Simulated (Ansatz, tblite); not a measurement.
Cost and result up the ladder for 1-ethyl-3-methylimidazolium mesylate, `CCn1cc[n+](C)c1.CS(=O)(=O)[O-]` (27 atoms). Charge 0, multiplicity 1. Geometry: PBE-D4/def2-SVP.

Cartesian coordinates in Å:
```
C 0.2293 3.2722 0.5051
C -0.7545 2.1477 0.2074
N -0.2740 1.2357 -0.8429
C -0.8450 1.0181 -2.0818
C -0.1954 -0.0568 -2.6430
N 0.7622 -0.4694 -1.7362
C 1.5712 -1.6849 -1.7981
C 0.6844 0.3134 -0.6451
H -0.1913 3.9297 1.2912
H 0.4419 3.8928 -0.3898
H 1.1862 2.8686 0.8933
H -0.9106 1.5002 1.1023
H -1.7303 2.5385 -0.1412
H -1.6696 1.6311 -2.4559
H -0.3425 -0.5612 -3.6020
H 1.5198 -2.1552 -0.7885
H 2.6188 -1.4426 -2.0647
H 1.1405 -2.3559 -2.5625
H 1.2408 0.1551 0.2877
C -0.8968 -2.5441 2.8328
S -0.2509 -1.4314 1.5600
O 1.1240 -1.9701 1.2185
O -1.2200 -1.4934 0.4122
O -0.1770 -0.0700 2.2175
H -0.2041 -2.5230 3.6940
H -1.9000 -2.1842 3.1271
H -0.9571 -3.5610 2.4026
```

Ansatz on 4 threads of Arm Neoverse V1 on a shared host; xTB runs through tblite on one thread. Times are rough, summed over both states, and most runs start from the orbitals of an earlier one. PBE0-D4/def2-SVP serves as the yardstick here, not as an exact answer. The other state is a doublet.

The xTB rows come from tblite. HOMO above LUMO, or a gap near zero within one spin, warns that the state may not be the lowest or that an electron is smeared out.

Raw xTB energies of ions are shifted by several eV.

| level | functions | vertical IE (eV) | difference from PBE0-D4/def2-SVP (eV) | remarks |
| --- | --- | --- | --- | --- |
| GFN2-xTB | 71 | 12.77 | 4.62 | – |
| PBE0-D4/def2-SVP | 256 | 8.15 | 0.00 | – |
| PBE-D4/def2-SVP | 256 | 7.62 | -0.53 | gap within one spin near zero (+1 doublet) |
| GFN1-xTB | 85 | 14.30 | 6.15 | – |

**Question.** Estimate how long each takes.

**Answer.** GFN2-xTB 0.044 s; GFN1-xTB 0.056 s; PBE-D4/def2-SVP 20 s; PBE0-D4/def2-SVP 38 s. On shared hardware such times vary by a factor of up to 3.
